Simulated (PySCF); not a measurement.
C₄H₉B.
SMILES: `BCCC=C`

Torsions of this conformer, `[BH2:1][CH2:2][CH2:3][CH:4]=[CH2:5]`: B1–C2–C3–C4 180°, C2–C3–C4–C5 119°.

The closed-shell ground state was solved at several levels (PySCF, density fitting, gas phase, non-relativistic). The structure is a single PBE0-D3(BJ)/def2-SVP conformer in the gas phase; no vibrational or solvent corrections.

```
             level  basis functions  total energy (Eh)  HOMO (eV)  LUMO (eV)  gap (eV)  dipole (D)
      PBE/pcSseg-1              130          -182.3451      -6.27      -2.39      3.88        0.45
    B97-D/pcSseg-1              130          -182.4793      -6.19      -2.16      4.03        0.41
       HF/pcSseg-1              130          -181.3192      -9.76       2.25     12.01        0.28
PBE0/6-311+G(2d,p)              189          -182.4529      -7.39      -1.39      6.00        0.39
     BLYP/pcSseg-1              130          -182.5113      -6.10      -2.24      3.86        0.43
     OPBE/pcSseg-1              130          -182.5307      -6.23      -2.16      4.07        0.44
  PBE0/aug-cc-pVDZ              196          -182.4208      -7.38      -1.39      5.99        0.38
      KT2/pcSseg-1              130          -185.8909      -6.27      -2.39      3.88        0.41
      PBE0/cc-pVDZ              115          -182.4114      -7.26      -1.24      6.02        0.44
      LDA/pcSseg-1              130          -180.8217      -6.45      -2.67      3.78        0.49
 mPW1PW91/pcSseg-1              130          -182.5740      -7.41      -1.33      6.08        0.38
     PBE0/pcSseg-0               63          -182.0020      -7.45      -1.33      6.12        0.45
       PBE0/STO-3G               34          -180.2228      -5.58       1.67      7.25        0.37
```

Question: What might PBE0/cc-pVTZ (276 basis functions) give for the same quantities?

Answer: Total energy -182.4634 Eh, HOMO -7.36 eV, LUMO -1.34 eV, gap 6.02 eV, dipole 0.42 D.

Question: Over all these levels, which gives the widest orbital gap and which the narrowest?

Answer: HF/pcSseg-1 (Hartree–Fock, all exact exchange) has the widest, 12.01 eV, and LDA/pcSseg-1 (LDA) the narrowest, 3.78 eV. The two share the basis. From the narrowest to the widest the HOMO moves by -3.31 eV and the LUMO by +4.92 eV.

Question: How much does the basis alone move the frontier levels among the 6 PBE0 rows (the withheld one included)?

Answer: The HOMO by 1.87 eV and the LUMO by 3.06 eV. By rising basis size (HOMO, LUMO in eV): STO-3G -5.58, 1.67; pcSseg-0 -7.45, -1.33; cc-pVDZ -7.26, -1.24; 6-311+G(2d,p) -7.39, -1.39; aug-cc-pVDZ -7.38, -1.39; cc-pVTZ -7.36, -1.34.

Question: In the pcSseg-1 basis, how does the gap go with the fixed share of exact exchange?

Answer: LDA (0 %) 3.78 eV; BLYP (0 %) 3.86 eV; PBE (0 %) 3.88 eV; KT2 (0 %) 3.88 eV; B97-D (0 %) 4.03 eV; OPBE (0 %) 4.07 eV; mPW1PW91 (25 %) 6.08 eV; HF (100 %) 12.01 eV. Each rise in the share widens the gap here.

Question: How far do the dipole and the HOMO energy spread over the levels?

Answer: The dipole runs from 0.28 to 0.49 D (mean 0.41 D) and the HOMO from -9.76 to -5.58 eV.

Note: B97-D ran without an empirical dispersion term, which enters the total energy and its gradient alone.
